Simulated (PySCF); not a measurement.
A GIAO shielding run with PySCF (density fitting, non-relativistic, gas phase) on `[SiH3][N-][Si@@](NC)(N)P`, [CH₁₁N₃PSi₂]-:

```
$ OMP_NUM_THREADS=1 python probes_run.py task.json out

{"job": {"kind": "nmr", "xc": "PBE0", "basis": "pcSseg-1"}, "charge": -1, "multiplicity": 1}
C     -1.851621    -1.162361     0.291024
N     -1.316815    -0.147729     1.151825
Si     0.045067     0.748031     0.488177
N      0.219894     2.043220     1.667359
P     -0.960287     1.790007    -1.286773
N      1.482144    -0.040977     0.146650
Si     1.940907    -1.271987    -0.893577
H     -2.093599    -0.693276    -0.665013
H     -2.769972    -1.587774     0.712111
H     -1.145287    -1.981619     0.088482
H     -1.096909    -0.534515     2.059677
H      0.809493     1.756840     2.433856
H      0.648260     2.857912     1.254370
H     -0.525724     0.819865    -2.162015
H      0.152233     2.563461    -1.543745
H      3.422764    -1.313978    -0.908689
H      1.518713    -1.180557    -2.322016
H      1.511980    -2.658246    -0.523359
```

Hardware: 1 thread of an Intel Xeon, shared host. The job also computes population analyses, field gradients.

(1) How large is the calculation?

(2) How long does it take, and how much memory does it need?

Answers

(1) 82 electrons, 195 basis functions and 1072 auxiliary functions.

(2) 48 s of wall time, with 14 SCF cycles and 5 response iterations; peak memory 0.97 GiB. Times on a shared host scatter by some tens of per cent.
